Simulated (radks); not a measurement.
Results of a calculation; reference values are marked as such.
Q: Successive ionisation energies (eV) of one element, from differences of total energies of ions in their ground configurations, starting at charge 22: 1957.7, 2118.2, 2208.3, 9551.8, 9940.6. Level of theory: Dirac Kohn-Sham, relativistic LDA (MacDonald-Vosko exchange, VWN5 correlation), spin-unpolarised, spherical densities, finite nucleus; open shells fill j = l - 1/2 first; Fermi nuclear charge, rms radius 3.7875 fm (a radial shooting solver on a logarithmic mesh with Libxc functionals). Which element is it?

A: Cobalt (Z = 27). The first species listed is Co22+ in [He] 2s2 2p1, the last Co26+ in 1s1.
